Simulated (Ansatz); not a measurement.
`NCBO` + `O[SiH2]N[SiH2][AlH2]` → `OBN[SiH2]O` + `NC[SiH2][AlH2]`  (redistribution)

Computed with Ansatz on PBE0-D4/def2-TZVP structures; ΔE is electronic, products minus reactants. CBS: MP2 limit from def2 TZ/QZ plus the TZ coupled-cluster correction, frozen cores. This one scheme is used for every species. DFT in def2-TZVPP. Each species was taken in one conformer, which may not be the lowest.

```json
{"level": "ωB97X-V", "ΔE (kcal/mol)": "-6.4"}
{"level": "ωB97M-V", "ΔE (kcal/mol)": "-6.6"}
```

Problem. What does CCSD(T)/CBS give? (Best estimate.)

Solution. The calculation gave: -6.6 kcal/mol. The listed levels differ from it by 0.2, 0.0 kcal/mol.

Largest T1 diagnostic among the species: 0.012.

In def2-TZVPP, CCSD(T) changes the Hartree–Fock value by +0.9 kcal/mol (the triples alone add +0.1 kcal/mol) and MP2 by +1.1 kcal/mol.
